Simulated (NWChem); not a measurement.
System: C2H5FGe; SMILES [C](F)(=C)[GeH3]

Q: Give the equilibrium geometry at PBE0/def2-SVP (NWChem) as a list of bonds and angles, with the point group.

A: point group Cs; any orientation.
Bond lengths (Å): C1–C2 1.331, C1–H5 1.091, C1–H6 1.094, C2–F3 1.343, C2–Ge4 1.955, Ge4–H7 1.536, Ge4–H8 1.537, Ge4–H9 1.537. Bond angles (°): C2–C1–H5 120.2, C2–C1–H6 120.9, H5–C1–H6 118.9, C1–C2–F3 119.9, C1–C2–Ge4 126.7, F3–C2–Ge4 113.4, C2–Ge4–H7 108.2, C2–Ge4–H8 109.2, C2–Ge4–H9 109.2, H7–Ge4–H8 110.5, H7–Ge4–H9 110.5, H8–Ge4–H9 109.1.
